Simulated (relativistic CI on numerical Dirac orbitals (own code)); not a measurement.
Calculated levels, Gd²¹⁺

Method of calculation: Dirac-Coulomb-Breit CI, orbitals from a KLI potential per configuration, model QED, unscaled Slater integrals (own radial code, finite nucleus).

Configurations in the expansion (outside the closed core [Ar] 3d10): 4s2 4p6 4d7, 4s2 4p5 4d8, 4s2 4p6 4d6 4f, 4s 4p6 4d8, 4s2 4p5 4d7 4f, 4s2 4p6 4d6 5s, 4s 4p6 4d7 4f, 4s2 4p6 4d6 5p, 4s2 4p6 4d5 4f 5s, 4s2 4p6 4d6 5d, 4s2 4p6 4d5 5s 5p, 4s2 4p5 4d7 5s, 4s2 4p6 4d6 5f, 4s2 4p6 4d6 6s, 4s2 4p6 4d6 6p, 4s 4p6 4d7 5s, 4p6 4d8 4f, 4s2 4p6 4d6 7s, 4p6 4d9, 4p5 4d10, 4p5 4d9 4f, 4s2 4p6 4d5 5s2, 4s2 4p6 4d4 4f 5s2, 4s2 4p5 4d5 4f 5s2, 4s 4p6 4d5 4f 5s2, 4p6 4d8 5s, 4p5 4d9 5s, 4p5 4d8 4f 5s, 4p6 4d7 5s2, 4p5 4d8 5s2, 4p6 4d6 4f 5s2, 4p5 4d7 4f 5s2. Double excitations out of closed p, d and f shells are left out; levels of such configurations are missing from the list, as are those of other unlisted configurations, and high levels can miss mixing partners.

The lowest level is 4s2 4p6 4d7 4F_9/2, with 74 % of that term; Hund's rules for 4s2 4p6 4d7 give 4F with J = 9/2, in agreement.

```
No.  Configuration  Term     J  E (cm⁻¹)   %     Next component (%)          jj configuration (%)
  1    4s2 4p6 4d7    4F   9/2         0  74                  23 2G                  4d5/2^3 (91)
  2    4s2 4p6 4d7    2P   3/2     32753  46                  23 2D                  4d5/2^3 (95)
  3    4s2 4p6 4d7    2D   5/2     43131  38                  35 4F                  4d5/2^3 (77)
  4    4s2 4p6 4d7    4F   7/2     49032  92                   7 2G          4d3/2^3 4d5/2^4 (95)
  5    4s2 4p6 4d7    2G   9/2     72081  44                  32 2H          4d3/2^3 4d5/2^4 (89)
  6    4s2 4p6 4d7    4F   3/2     72716  48                  29 4P          4d3/2^3 4d5/2^4 (91)
  7    4s2 4p6 4d7    4P   5/2     75918  65                  30 4F          4d3/2^3 4d5/2^4 (83)
  8    4s2 4p6 4d7    4P   1/2     85101  57                  42 2P          4d3/2^3 4d5/2^4 (98)
  9    4s2 4p6 4d7    2H  11/2     90392  99    1 4s2 4p5 4d7 4f 2H          4d3/2^3 4d5/2^4 (99)
 10    4s2 4p6 4d7    2G   7/2    100534  71                  25 2F          4d3/2^3 4d5/2^4 (83)
 11    4s2 4p6 4d7    2F   5/2    122922  79                  18 2D          4d3/2^3 4d5/2^4 (86)
 12    4s2 4p6 4d7    2D   5/2    126964  55                  34 4F          4d3/2^2 4d5/2^5 (83)
 13    4s2 4p6 4d7    4P   3/2    127420  40                  30 4F          4d3/2^2 4d5/2^5 (85)
 14    4s2 4p6 4d7    2H   9/2    142662  64                  32 2G          4d3/2^2 4d5/2^5 (97)
 15    4s2 4p6 4d7    2P   1/2    143612  57                  42 4P          4d3/2^2 4d5/2^5 (98)
 16    4s2 4p6 4d7    2F   7/2    158974  73                  22 2G          4d3/2^2 4d5/2^5 (79)
 17    4s2 4p6 4d7    2D   3/2    161205  69                  22 2P          4d3/2^3 4d5/2^4 (71)
 18    4s2 4p6 4d7    2D   3/2    219634  76                   9 4F            4d3/2 4d5/2^6 (74)
 19    4s2 4p6 4d7    2D   5/2    221095  83                  12 2F          4d3/2^2 4d5/2^5 (90)
 20    4p5 4d8(3F)   4G°  11/2   1043887  92   4 4s2 4p6 4d6 4f 4G°          4p3/2^3 4d5/2^4 (87)
 21    4p5 4d8(3F)   4F°   9/2   1059023  54                 18 2G°          4p3/2^3 4d5/2^4 (74)
 22    4p5 4d8(3F)   2D°   5/2   1059671  54                 17 2F°          4p3/2^3 4d5/2^4 (85)
 23    4p5 4d8(3P)   2S°   1/2   1070592  34                 30 2P°          4p3/2^3 4d5/2^4 (71)
 24    4p5 4d8(1D)   2F°   7/2   1072328  56                 27 4D°          4p3/2^3 4d5/2^4 (83)
 25    4p5 4d8(3F)   4D°   7/2   1082149  41  18 4s2 4p6 4d6 4f 4D°          4p3/2^3 4d5/2^4 (49)
 26    4p5 4d8(1D)   2P°   3/2   1098258  23                 14 4S°          4p3/2^3 4d5/2^4 (48)
 27    4p5 4d8(3F)   4G°   9/2   1110922  53                 31 2G°  4p3/2^3 4d3/2^3 4d5/2^5 (83)
 28    4p5 4d8(3F)   4F°   7/2   1112863  32                 31 4D°  4p3/2^3 4d3/2^3 4d5/2^5 (77)
 29    4p5 4d8(3F)   4D°   5/2   1118597  44  18 4s2 4p6 4d6 4f 4D°  4p3/2^3 4d3/2^3 4d5/2^5 (67)
 30    4p5 4d8(3F)   2D°   3/2   1119823  44                 26 4D°  4p3/2^3 4d3/2^3 4d5/2^5 (56)
 31    4p5 4d8(3P)   2S°   1/2   1120665  25                 24 4D°  4p3/2^3 4d3/2^3 4d5/2^5 (74)
 32    4p5 4d8(3F)   2D°   5/2   1123130  27                 19 4F°          4p3/2^3 4d5/2^4 (39)
 33    4p5 4d8(3P)   4S°   3/2   1134014  24                 16 4F°  4p3/2^3 4d3/2^3 4d5/2^5 (55)
 34    4p5 4d8(3P)   4P°   5/2   1140957  52                 22 4D°  4p3/2^3 4d3/2^3 4d5/2^5 (79)
 35    4p5 4d8(1G)   2G°   7/2   1144685  53                 17 2F°  4p3/2^3 4d3/2^3 4d5/2^5 (66)
 36    4p5 4d8(3P)   4D°   3/2   1153615  26                 24 2P°          4p3/2^3 4d5/2^4 (53)
 37    4p5 4d8(3F)   2F°   5/2   1154851  27                 23 4D°  4p3/2^3 4d3/2^3 4d5/2^5 (42)
 38     4d6(5D) 4f   6G°  11/2   1157492  49                 18 4G°            4d5/2^2 4f5/2 (46)
 39     4d6(5D) 4f   6G°   9/2   1159705  28                 15 4G°            4d5/2^2 4f5/2 (56)
 40    4p5 4d8(1G)   2G°   9/2   1162678  24  16 4s2 4p6 4d6 4f 2G°  4p3/2^3 4d3/2^3 4d5/2^5 (48)
 41     4d6(5D) 4f   6G°  13/2   1163320  70                 20 4H°            4d5/2^2 4f7/2 (47)
 42    4p5 4d8(1D)   2F°   7/2   1168644  24  17 4s2 4p6 4d6 4f 2F°  4p3/2^3 4d3/2^3 4d5/2^5 (39)
 43     4d6(5D) 4f   6G°   7/2   1171935  29                 17 6F°    4d3/2^3 4d5/2^3 4f5/2 (42)
 44    4p5 4d8(1G)   2H°  11/2   1172909  84  12 4s2 4p6 4d6 4f 2H°  4p3/2^3 4d3/2^3 4d5/2^5 (81)
 45     4d6(5D) 4f   6D°   5/2   1176263  35                 17 6F°            4d5/2^2 4f5/2 (54)
 46    4p5 4d8(1D)   2P°   3/2   1178038  24                 14 4D°  4p3/2^3 4d3/2^2 4d5/2^6 (55)
 47     4d6(5D) 4f   6D°   3/2   1180061  32                 19 4D°            4d5/2^2 4f5/2 (60)
 48    4p5 4d8(3F)   4D°   1/2   1181277  46                 24 2P°  4p3/2^3 4d3/2^2 4d5/2^6 (66)
 49     4d6(5D) 4f   6G°   5/2   1183289  46                 19 4F°            4d5/2^2 4f5/2 (39)
 50     4d6(5D) 4f   6F°   9/2   1185366  22                 17 6D°            4d5/2^2 4f7/2 (36)
 51     4d6(5D) 4f   6G°   3/2   1185488  36                 17 6D°    4d3/2^3 4d5/2^3 4f5/2 (41)
 52     4d6(3P) 4f   4D°   1/2   1185974  45                 16 6F°            4d5/2^2 4f5/2 (68)
 53     4d6(5D) 4f   6D°   7/2   1186612  24                 18 6G°            4d5/2^2 4f7/2 (47)
 54     4d6(3P) 4f   4F°   7/2   1197731  29                 14 4G°            4d5/2^2 4f5/2 (49)
 55     4d6(5D) 4f   6H°  15/2   1198634  63                 27 4I°            4d5/2^2 4f7/2 (74)
 56     4d6(5D) 4f   6D°   1/2   1199844  49                 27 6F°    4d3/2^3 4d5/2^3 4f5/2 (62)
 57     4d6(5D) 4f   6F°  11/2   1200747  58                 22 4G°    4d3/2^3 4d5/2^3 4f7/2 (46)
 58     4d6(5D) 4f   6F°   3/2   1201046  27                 19 4D°            4d5/2^2 4f7/2 (24)
 59     4d6(5D) 4f   6G°   9/2   1203072  40                 17 6F°    4d3/2^3 4d5/2^3 4f5/2 (32)
 60     4d6(5D) 4f   4G°   7/2   1206659  17                 15 4F°    4d3/2^3 4d5/2^3 4f5/2 (45)
 61     4d6(5D) 4f   6F°   5/2   1207830  44                 14 4F°    4d3/2^3 4d5/2^3 4f5/2 (38)
 62     4d6(5D) 4f   6D°   9/2   1208739  43                 24 4F°    4d3/2^3 4d5/2^3 4f7/2 (39)
 63     4d6(5D) 4f   6H°  13/2   1208890  29                 18 4I°            4d5/2^2 4f5/2 (64)
 64     4d6(5D) 4f   6F°   3/2   1210715  30     12 4s2 4p5 4d8 2D°    4d3/2^3 4d5/2^3 4f5/2 (35)
 65     4d6(5D) 4f   6G°  11/2   1213987  34                 17 4G°    4d3/2^3 4d5/2^3 4f7/2 (40)
 66     4d6(5D) 4f   4F°   9/2   1214123  26                 16 6H°            4d5/2^2 4f5/2 (49)
 67    4p5 4d8(1G)   2F°   5/2   1214461  27                 19 2D°  4p3/2^3 4d3/2^3 4d5/2^5 (40)
 68    4p5 4d8(3F)   4G°   7/2   1217657  18  12 4s2 4p6 4d6 4f 6F°  4p3/2^3 4d3/2^2 4d5/2^6 (34)
 69     4d6(5D) 4f   6H°  11/2   1218895  46                 16 4H°    4d3/2^3 4d5/2^3 4f5/2 (43)
 70    4p5 4d8(1G)   2F°   5/2   1219852  36  19 4s2 4p6 4d6 4f 2F°  4p3/2^3 4d3/2^3 4d5/2^5 (32)
```

Energies count from the lowest computed level; ° marks odd parity. Percentages are summed over parent terms; the parents shown are those of the largest component, closed shells are left out there. Filled j subshells are mostly left out of the jj labels.

The mean weight of the leading LS term, summed over parents, in these 70 levels is 46 %, and that of the leading jj configuration (from the same eigenvectors) 63 %, so jj coupling describes them better and the LS labels are nominal.

At this charge energies of transitions that change n are usually good to better than 1 %, and those within a shell (Δn = 0) to a few per cent. Terms inside the open d or f shell come out 10 to 20 % too wide with unscaled integrals.

LS names give the leading component of a level, which can be under half, so a name can repeat, a term be missing and a line seem to break the LS rules.
